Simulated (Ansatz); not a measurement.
A made-up structure of SiH2I (charge -1), singlet:

```
4
angstrom
Si -0.2454 -0.4189 -0.6626
I 1.8170 -0.3024 1.0241
H -1.2788 -0.3856 0.4737
H 2.9061 -0.3480 2.3286
```

It is relaxed with PBE-D4/def2-SVPD and then PBE0-D4/def2-TZVPD (Ansatz 0.2.0). Atoms count as bonded within 1.22 times the sum of their covalent radii (H–H: 0.88 Å). The end point is not checked to be a true minimum.

(1) Does its bonding change? (Judge from chemistry; the calculation decides.)

## Answers

(1) The calculation gives: No: no bond forms or breaks.

Where it ends: The first stage lowers the energy by 0.81 eV in 10 steps. It ends as SiH₂I ([SiH][IH]), total charge -1:
```json
{"atom": "Si1", "x (Å)": "-0.1326", "y (Å)": "-0.6639", "z (Å)": "-0.5528"}
{"atom": "I2", "x (Å)": "1.7028", "y (Å)": "0.2366", "z (Å)": "0.8980"}
{"atom": "H3", "x (Å)": "-1.2105", "y (Å)": "-0.3503", "z (Å)": "0.5048"}
{"atom": "H4", "x (Å)": "2.8392", "y (Å)": "-0.6773", "z (Å)": "2.3138"}
```

Labels in which every atom is bracketed show which atoms are joined, not bond orders.

For scale, one of the runs: PBE0-D4/def2-TZVPD relaxation, 120 basis functions, launched by `ansatz run in.yaml --threads 2 --pin off --events-out ev --progress --plain --max-ram 4352MiB`. The run took about 15 s on 2 CPU threads of an Arm Neoverse V1 (shared host).
